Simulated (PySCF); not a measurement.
Isomers of C6H5F3O, one conformer each; single-point electronic energies without zero-point terms and without any empirical dispersion term.

All values: CAM-B3LYP/def2-SVPD (PySCF, non-relativistic), each on one gas-phase PBE0-D3(BJ)/def2-SVP geometry that isn't relaxed in the solvent. The solvent is an IEF-PCM continuum (van der Waals radii × 1.2). The model holds no explicit solvent molecules, cavitation or dispersion.

```
              isomer  relative energy, gas (kcal/mol)  dipole (D)
  `FC(F)(F)Cc1ccoc1`                              0.0        1.99
`CC#CCC(=O)C(F)(F)F`                             39.3        3.17
```

Question: How do the relative energies look in dichloromethane (ε = 8.93)?

Answer: 
```json
{"isomer": "`FC(F)(F)Cc1ccoc1`", "relative energy, solvent (kcal/mol)": "0.0", "E(solvent) − E(gas) (kcal/mol)": "-4.2", "dipole in solvent (D)": "2.35"}
{"isomer": "`CC#CCC(=O)C(F)(F)F`", "relative energy, solvent (kcal/mol)": "38.6", "E(solvent) − E(gas) (kcal/mol)": "-4.9", "dipole in solvent (D)": "3.71"}
```

The order is unchanged. Conformers: `[F:1][C:2]([F:3])([F:4])[CH2:5][c:6]1[cH:7][cH:8][o:9][cH:10]1` with C2–C5–C6–C7 66°; `[CH3:1][C:2]#[C:3][CH2:4][C:5](=[O:6])[C:7]([F:8])([F:9])[F:10]` with C3–C4–C5–O6 133°. `CC#CCC(=O)C(F)(F)F` gains most from the continuum, and it has the largest gas-phase dipole. The gains span 0.7 kcal/mol, the gas-phase energies 39.3 kcal/mol.
